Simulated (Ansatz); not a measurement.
Basis-set extrapolation for C4H3F3, SMILES `F/C=C\C=C(F)F` (PBE0-D4/def2-TZVP geometry, frozen core, the Gaussian-basis code of Ansatz). Multiplicity 1, RHF reference.

|  | def2-TZVPP | def2-QZVPP |
| --- | --- | --- |
| HF | -451.671449 | -451.690961 |
| MP2 correlation | -1.363339 | -1.476120 |
| CCSD(T) correlation | -1.438870 | not run |

Energies in hartree. Use E(X) = E(∞) + A·exp(−7.88·√X) for Hartree–Fock and E(X) = E(∞) + B·X^(−2.97) for correlation, with X = 3 and 4, and add CCSD(T) minus MP2 of the smaller set to the MP2 limit.

Question: What is the CCSD(T) energy at the basis-set limit?

Answer: HF limit: -451.690961 + (-0.019512) × 0.13774 = -451.69365. MP2 limit: -1.476120 + (-0.112781) × 0.74074 = -1.55966. Higher-order term: -1.438870 − (-1.363339) = -0.07553. Total: -453.32884 hartree, 573.7 kJ/mol below CCSD(T)/def2-TZVPP.
